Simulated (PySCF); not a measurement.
Field gradients from PBE0/pcSseg-1 densities (PySCF, non-relativistic) at GFN2-xTB geometries, isolated species, one conformer each; χzz is the principal value of largest magnitude, with Q(17O) = −0.0256 b, Q(14N) = 0.02044 b. Where η is near 1, a small change in the tensor can flip the sign of χzz. GFN2-xTB bond lengths can be off by several hundredths of an ångström, more for odd bonds, and the gradients follow them. With so small a basis the couplings can be 20 % off.

Question: Rank these 17O sites by the size of the quadrupole coupling, smallest first.
A. O3 (ketone oxygen) in `[CH3:1][C:2](=[O:3])/[CH:4]=[CH:5]\[C:6]([NH2:7])=[O:8]`
B. The amide oxygen of `C#C[C@H](F)C(=O)NC`
C. O1 (amide oxygen) in `[O:1]=[CH:2][NH:3][C:4]1=[CH:5][O:6][CH2:7][CH2:8]1`
D. O5 (epoxide oxygen) in `[CH3:1][O:2][C@@:3]1([CH3:4])[O:5][C@H:6]1[C:7]#[N:8]`
E. O2 (ether oxygen) in `[CH3:1][O:2][CH2:3][c:4]1[cH:5][n:6][o:7][cH:8]1`

Answer: B (9.137 MHz), C (9.655 MHz), A (11.62 MHz), E (12.32 MHz), D (12.90 MHz).

These 14N couplings (χzz in MHz, η) are listed in rising order: (-5.959, 0.90); (-5.508, 0.15); (-4.804, 0.13); (-4.216, 0.10); (-3.797, 0.33); (0.096, 0.15). Assign them to: the aniline-type nitrogen of `COc1ccc(N)o1`; the ammonium nitrogen of `C#Cc1ccc([NH3+])cc1`; the amide nitrogen of `O=CNC1=COCC1`; the amide nitrogen of `CC(=O)/C=C\C(N)=O`; the pyridine-type nitrogen of `COCc1cnoc1`; the nitrile nitrogen of `CO[C@@]1(C)O[C@H]1C#N`.

-5.959 MHz, η 0.90: the pyridine-type nitrogen of `COCc1cnoc1`; -5.508 MHz, η 0.15: the aniline-type nitrogen of `COc1ccc(N)o1`; -4.804 MHz, η 0.13: the nitrile nitrogen of `CO[C@@]1(C)O[C@H]1C#N`; -4.216 MHz, η 0.10: the amide nitrogen of `O=CNC1=COCC1`; -3.797 MHz, η 0.33: the amide nitrogen of `CC(=O)/C=C\C(N)=O`; 0.096 MHz, η 0.15: the ammonium nitrogen of `C#Cc1ccc([NH3+])cc1`.

All sites together:

```
nucleus                                                                           site  Vzz (au)     η  χzz (MHz)
    17O   O5 (epoxide oxygen) in [CH3:1][O:2][C@@:3]1([CH3:4])[O:5][C@H:6]1[C:7]#[N:8]    -2.145  0.24      12.90
    17O       O1 (amide oxygen) in [O:1]=[CH:2][NH:3][C:4]1=[CH:5][O:6][CH2:7][CH2:8]1    -1.605  0.05      9.655
    17O          O2 (ether oxygen) in [CH3:1][O:2][CH2:3][c:4]1[cH:5][n:6][o:7][cH:8]1    -2.048  0.99      12.32
    17O                                         the amide oxygen of C#C[C@H](F)C(=O)NC    -1.519  0.09      9.137
    17O  O3 (ketone oxygen) in [CH3:1][C:2](=[O:3])/[CH:4]=[CH:5]\[C:6]([NH2:7])=[O:8]    -1.933  0.35      11.62
    14N                                      the aniline-type nitrogen of COc1ccc(N)o1    -1.147  0.15     -5.508
    14N                                   the ammonium nitrogen of C#Cc1ccc([NH3+])cc1     0.020  0.15      0.096
    14N                                             the amide nitrogen of O=CNC1=COCC1    -0.878  0.10     -4.216
    14N                                        the amide nitrogen of CC(=O)/C=C\C(N)=O    -0.791  0.33     -3.797
    14N                                       the pyridine-type nitrogen of COCc1cnoc1    -1.241  0.90     -5.959
    14N                                  the nitrile nitrogen of CO[C@@]1(C)O[C@H]1C#N    -1.000  0.13     -4.804
```
